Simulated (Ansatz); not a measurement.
## Which isomer of CH3FSn gives these data?

These gas-phase data were calculated for one isomer of CH3FSn at B3LYP-D3(BJ)/def2-SVP (harmonic, unscaled wavenumbers; equilibrium rotational constants with average atomic masses):

```
rotational constants            : 23.27, 3.289, 3.05 GHz
all wavenumbers above 1500 cm⁻¹ : 3152, 3065, 1681
```

Candidates:

(1) `[CH3][Sn][F]`, a singlet
(2) `F[CH2][SnH]`, a singlet

Q: Which candidate do the data belong to?

A: Candidate (2). The band at 1681 cm⁻¹ lies where the Sn–H stretch is expected; (1) has no mode between 1650 and 2000 cm⁻¹.

The same quantities for all candidates:

```
     rotational constants (GHz)  wavenumbers above 1500 cm⁻¹  E above the lowest, B3LYP-D3(BJ)/def2-SVP (kcal/mol)
(1)          8.71, 5.991, 3.631             3140, 3101, 3011                                                   0.0
(2)          23.27, 3.289, 3.05             3152, 3065, 1681                                                  49.4
```

Harmonic stretches to hydrogen usually lie a few per cent above observed fundamentals. Each candidate is one conformer. Atoms past krypton carry core potentials. Programs: Ansatz 0.2.0.
